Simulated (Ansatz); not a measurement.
Mulliken charges of `C1[NH][Zn][O][SiH2]1` from PBE/def2-TZVPP in Ansatz (PBE0-D4/def2-TZVP geometry).

| atom | x (Å) | y (Å) | z (Å) | charge (e) |
| --- | --- | --- | --- | --- |
| C1 | 0.210 | -0.212 | 0.790 | -0.169 |
| N2 | 0.107 | -1.602 | 0.294 | -0.317 |
| Zn3 | -0.826 | -1.303 | -1.276 | 0.377 |
| O4 | -0.775 | 0.438 | -1.865 | -0.508 |
| Si5 | 0.065 | 1.114 | -0.625 | 0.484 |
| H6 | 1.189 | -0.062 | 1.265 | 0.090 |
| H7 | -0.551 | 0.033 | 1.543 | 0.097 |
| H8 | -0.223 | -2.240 | 1.004 | 0.142 |
| H9 | -0.628 | 2.312 | -0.070 | -0.093 |
| H10 | 1.432 | 1.521 | -1.060 | -0.102 |

Question: By hand: the dipole of these point charges (1 e Å = 4.8032 D).

Answer: Σ q r = (-0.021, -0.322, 0.458) e Å, of length 0.560 e Å = 2.69 D.

Question: How does the dipole of the full density compare? (An estimate is asked.)

Answer: Ansatz gave: (-0.252, -0.538, 0.144) e Å, 2.94 D; the point charges give 0.91 times that, at 44° from its direction.

Point charges leave out the atoms' own dipoles, such as those of lone pairs, and Mulliken's split depends on the basis, so the two needn't agree.
